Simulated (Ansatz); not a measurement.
Born–Oppenheimer molecular dynamics of C3H7FSi (12 atoms, charge 0, multiplicity 1). It goes on from the last frame of an earlier run, with new velocities.

These are results of RKS PBE0/STO-3G (Ansatz 0.2.0), not measurements.

```yaml
ensemble: NVT, Nosé–Hoover chain
time_step: 1 fs
steps_asked: 250
set_temperature: 100 K
thermostat: time constant 100 fs, chain length 3 (defaults)
seed: 429508
```

Frames 10 fs apart, positions in Å, forces in eV/Å.

Velocities at 40 fs (Å/ps):

```
F 1.31 1.61 -2.07
C 5.35 1.48 3.34
C -3.35 -3.63 0.18
C -1.81 -2.06 1.29
Si 0.09 1.91 -1.25
H 7.46 -5.57 -8.12
H -11.67 -16.66 0.95
H -6.65 -4.07 5.65
H -2.64 -8.53 -7.10
H -9.15 -1.29 9.98
H -6.38 3.08 8.22
H -0.42 -0.38 6.64
```

```xyz
12
Properties=species:S:1:pos:R:3:forces:R:3 time_fs=40 energy_less_start_eV=0.010 T=95
F -2.735 -0.333 0.090 0.65 0.45 -0.03
C -1.939 0.724 0.471 0.53 -0.86 -0.51
C -0.621 0.850 0.198 -0.44 -0.49 -0.50
C 0.136 -0.155 -0.670 -0.26 -0.17 0.36
Si 1.707 -0.840 0.105 0.29 -0.99 -0.73
H -2.485 1.466 1.037 -0.40 0.74 0.66
H -0.086 1.721 0.583 -0.04 0.16 0.00
H -0.560 -0.981 -0.840 -0.09 -0.25 -0.18
H 0.374 0.251 -1.665 -0.01 0.24 0.16
H 1.402 -1.697 1.240 0.07 0.38 -0.10
H 2.557 0.257 0.453 0.23 0.17 0.29
H 2.431 -1.685 -0.876 -0.52 0.61 0.57
12
Properties=species:S:1:pos:R:3:forces:R:3 time_fs=50 energy_less_start_eV=0.001 T=103
F -2.708 -0.305 0.071 -0.60 -0.46 -0.05
C -1.934 0.713 0.501 1.52 -0.35 -0.81
C -0.626 0.810 0.182 -1.06 -0.03 0.57
C 0.105 -0.194 -0.657 0.44 0.04 -0.58
Si 1.705 -0.824 0.099 0.14 -0.23 -0.36
H -2.415 1.482 1.083 -0.74 0.69 0.71
H -0.118 1.676 0.582 0.51 0.41 0.04
H -0.561 -1.041 -0.846 -0.11 -0.08 -0.08
H 0.320 0.270 -1.634 0.07 -0.14 0.00
H 1.361 -1.572 1.262 -0.03 -0.45 0.32
H 2.523 0.261 0.565 0.17 0.19 -0.19
H 2.435 -1.667 -0.858 -0.30 0.42 0.45
12
Properties=species:S:1:pos:R:3:forces:R:3 time_fs=60 energy_less_start_eV=0.025 T=87
F -2.700 -0.291 0.051 -0.08 0.05 0.24
C -1.915 0.725 0.529 -0.65 -1.45 -0.79
C -0.634 0.794 0.197 1.08 -0.73 -0.84
C 0.088 -0.238 -0.676 -0.02 0.66 -0.17
Si 1.698 -0.808 0.105 0.08 0.53 -0.17
H -2.441 1.402 1.177 -0.46 1.03 0.72
H -0.023 1.625 0.497 0.31 0.77 0.55
H -0.565 -1.089 -0.900 -0.09 0.00 0.13
H 0.325 0.238 -1.643 -0.02 -0.07 0.05
H 1.392 -1.577 1.253 -0.07 -0.47 0.64
H 2.534 0.307 0.508 -0.23 -0.07 -0.11
H 2.442 -1.603 -0.822 0.16 -0.25 -0.25
12
Properties=species:S:1:pos:R:3:forces:R:3 time_fs=70 energy_less_start_eV=0.060 T=61
F -2.707 -0.282 0.041 -0.25 0.14 0.29
C -1.921 0.711 0.546 2.62 -0.88 -1.53
C -0.592 0.783 0.195 -2.57 -0.54 0.08
C 0.077 -0.248 -0.704 0.31 0.11 0.55
Si 1.691 -0.800 0.115 -0.27 0.73 -0.02
H -2.392 1.419 1.214 -0.55 0.59 0.59
H -0.025 1.606 0.595 0.55 0.55 0.23
H -0.617 -1.086 -0.857 0.07 0.06 -0.05
H 0.332 0.168 -1.694 -0.15 0.05 0.17
H 1.489 -1.624 1.276 -0.12 0.16 0.25
H 2.458 0.408 0.400 -0.20 -0.42 0.16
H 2.433 -1.573 -0.797 0.57 -0.55 -0.70
12
Properties=species:S:1:pos:R:3:forces:R:3 time_fs=80 energy_less_start_eV=0.066 T=58
F -2.721 -0.267 0.043 -0.03 -0.26 -0.11
C -1.869 0.678 0.525 -1.88 -0.33 0.02
C -0.606 0.777 0.195 1.55 -0.86 -0.75
C 0.079 -0.247 -0.689 -0.23 -0.13 -0.15
Si 1.685 -0.796 0.109 0.04 0.50 0.88
H -2.347 1.382 1.189 -0.49 0.75 0.77
H -0.010 1.540 0.658 0.48 0.80 0.24
H -0.626 -1.079 -0.843 0.15 0.05 0.01
H 0.269 0.182 -1.688 0.18 -0.05 0.18
H 1.503 -1.509 1.381 -0.11 0.13 -0.71
H 2.385 0.430 0.455 0.06 -0.28 -0.18
H 2.462 -1.566 -0.808 0.27 -0.31 -0.19
12
Properties=species:S:1:pos:R:3:forces:R:3 time_fs=90 energy_less_start_eV=0.027 T=89
F -2.742 -0.266 0.041 0.22 -0.01 0.09
C -1.892 0.681 0.532 1.51 -0.16 -0.64
C -0.571 0.762 0.196 -2.40 -0.32 0.45
C 0.087 -0.257 -0.680 0.37 -0.08 -0.92
Si 1.687 -0.785 0.102 0.54 -1.12 0.77
H -2.357 1.374 1.232 -0.30 0.53 0.37
H 0.022 1.574 0.601 0.21 0.35 0.23
H -0.593 -1.106 -0.853 0.11 0.21 -0.01
H 0.335 0.188 -1.660 -0.21 -0.11 0.02
H 1.369 -1.502 1.351 0.30 0.30 -0.67
H 2.451 0.385 0.435 0.07 0.16 0.03
H 2.515 -1.626 -0.766 -0.43 0.24 0.28
12
Properties=species:S:1:pos:R:3:forces:R:3 time_fs=100 energy_less_start_eV=0.017 T=99
F -2.752 -0.263 0.045 0.24 0.36 0.40
C -1.902 0.698 0.540 -0.40 -0.79 -0.55
C -0.608 0.747 0.215 0.63 -0.32 -1.00
C 0.114 -0.259 -0.713 -0.81 0.55 0.23
Si 1.704 -0.783 0.109 0.28 -1.69 -0.67
H -2.360 1.429 1.214 -0.30 0.24 0.23
H -0.026 1.595 0.579 0.14 0.06 0.20
H -0.555 -1.122 -0.884 0.21 0.22 0.09
H 0.303 0.190 -1.707 -0.01 0.04 0.29
H 1.344 -1.536 1.288 0.16 0.25 0.15
H 2.517 0.349 0.400 0.26 0.42 0.23
H 2.466 -1.719 -0.745 -0.41 0.66 0.39
12
Properties=species:S:1:pos:R:3:forces:R:3 time_fs=110 energy_less_start_eV=0.016 T=104
F -2.757 -0.253 0.063 -0.80 -0.78 -0.31
C -1.923 0.693 0.528 0.19 0.15 -0.20
C -0.628 0.730 0.190 0.36 0.89 0.56
C 0.110 -0.222 -0.719 0.30 -0.67 0.23
Si 1.726 -0.801 0.114 -0.27 0.24 -1.24
H -2.422 1.447 1.161 0.19 0.12 0.23
H -0.042 1.542 0.642 -0.05 -0.04 -0.19
H -0.508 -1.120 -0.906 0.03 0.38 -0.09
H 0.294 0.268 -1.696 0.15 -0.22 0.27
H 1.439 -1.425 1.350 -0.26 -0.55 0.58
H 2.556 0.319 0.438 0.24 0.30 -0.14
H 2.421 -1.710 -0.786 -0.07 0.18 0.31
12
Properties=species:S:1:pos:R:3:forces:R:3 time_fs=120 energy_less_start_eV=-0.016 T=133
F -2.794 -0.270 0.071 0.09 0.24 0.08
C -1.938 0.699 0.506 0.87 0.18 0.14
C -0.623 0.757 0.185 -0.34 0.55 0.62
C 0.128 -0.212 -0.691 0.27 -0.23 -0.66
Si 1.737 -0.813 0.110 -0.15 0.89 -0.28
H -2.355 1.457 1.208 -0.19 -0.33 -0.30
H -0.029 1.580 0.636 -0.46 -0.39 -0.29
H -0.545 -1.035 -0.999 0.33 0.16 0.23
H 0.437 0.298 -1.627 -0.19 -0.07 0.20
H 1.478 -1.438 1.353 -0.13 -0.38 0.64
H 2.614 0.325 0.336 -0.27 -0.17 -0.02
H 2.429 -1.709 -0.751 0.17 -0.43 -0.35
12
Properties=species:S:1:pos:R:3:forces:R:3 time_fs=130 energy_less_start_eV=0.059 T=82
F -2.824 -0.278 0.082 1.03 0.35 -0.01
C -1.929 0.694 0.486 -2.00 -0.17 0.78
C -0.632 0.788 0.196 1.29 0.09 -0.35
C 0.168 -0.202 -0.676 -0.80 0.71 -0.35
Si 1.742 -0.824 0.104 0.22 0.68 0.86
H -2.443 1.413 1.178 0.51 -0.08 -0.46
H -0.098 1.687 0.592 -0.34 -0.83 -0.26
H -0.503 -1.017 -1.009 0.25 0.25 0.16
H 0.497 0.344 -1.584 -0.25 -0.22 0.13
H 1.510 -1.501 1.366 0.03 0.31 -0.06
H 2.609 0.353 0.242 -0.27 -0.63 0.17
H 2.378 -1.766 -0.738 0.34 -0.46 -0.62
12
Properties=species:S:1:pos:R:3:forces:R:3 time_fs=140 energy_less_start_eV=0.073 T=78
F -2.817 -0.278 0.092 -0.43 -0.84 -0.28
C -1.963 0.676 0.486 1.48 2.07 0.40
C -0.639 0.779 0.179 -0.81 1.19 0.93
C 0.173 -0.146 -0.668 0.03 -1.14 -0.73
Si 1.753 -0.840 0.102 0.06 0.70 1.04
H -2.429 1.532 1.063 0.19 -0.91 -0.30
H -0.123 1.694 0.576 -0.53 -0.89 -0.35
H -0.451 -1.015 -0.949 0.04 0.30 0.00
H 0.441 0.351 -1.624 0.01 -0.10 0.38
H 1.530 -1.423 1.443 -0.02 0.13 -0.93
H 2.679 0.268 0.317 -0.14 -0.37 -0.20
H 2.312 -1.793 -0.819 0.12 -0.15 0.05
12
Properties=species:S:1:pos:R:3:forces:R:3 time_fs=150 energy_less_start_eV=0.069 T=87
F -2.810 -0.300 0.093 0.66 0.63 0.22
C -1.956 0.716 0.484 -2.82 -0.26 0.44
C -0.674 0.787 0.181 2.56 1.35 0.23
C 0.171 -0.146 -0.673 -0.27 -0.10 -0.23
Si 1.764 -0.839 0.105 -0.62 -1.11 0.04
H -2.479 1.529 1.078 0.57 -0.81 -0.47
H -0.152 1.692 0.589 -0.38 -0.76 -0.41
H -0.477 -0.994 -0.964 0.32 0.15 -0.03
H 0.438 0.391 -1.610 -0.07 -0.24 0.33
H 1.435 -1.478 1.388 0.22 0.32 -0.59
H 2.814 0.112 0.302 0.06 0.45 0.06
H 2.287 -1.858 -0.812 -0.24 0.37 0.39
```

Of the whole run (250 fs, mean temperature of the second half 122 K): The conserved energy stayed within 0.46 meV per atom of its start (net change 0.15 meV per atom), so the integration is sound. The mean temperature of the second half is 22 % above the set value. A run of 0.25 ps of so small a system gives no equilibrium averages. Limits of this set-up: minimal basis.

The run took 8.4 min on 1 thread of Intel(R) Xeon(R) Platinum 8259CL CPU @ 2.50GHz (Skylake/Cascade Lake), on a shared host, peak memory 0.11 GiB.
